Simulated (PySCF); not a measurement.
Cartesian coordinates (Å):
```xyz
3

Zn     0.0000     0.0000     0.0000
H     -1.3822    -0.6757     0.1814
H      1.3822     0.6757    -0.1814
```
Charge 0, multiplicity 1.

**Question.** Predict the HOMO, charge on the central atom (meta-Löwdin), LUMO, dipole moment, charge on the central atom (Mulliken), total energy and HOMO–LUMO gap from TPSSh-D3(BJ)/def2-TZVP // BP86-D3(BJ)/def2-SVP (PySCF).

**Answer.** 
| Quantity | Result |
|---|---|
| HOMO | -7.49 eV |
| charge on the central atom (meta-Löwdin) | 0.88 e |
| LUMO | -0.94 eV |
| dipole moment | 0.00 D |
| charge on the central atom (Mulliken) | 0.11 e |
| total energy | -48451.46 eV |
| HOMO–LUMO gap | 6.56 eV |
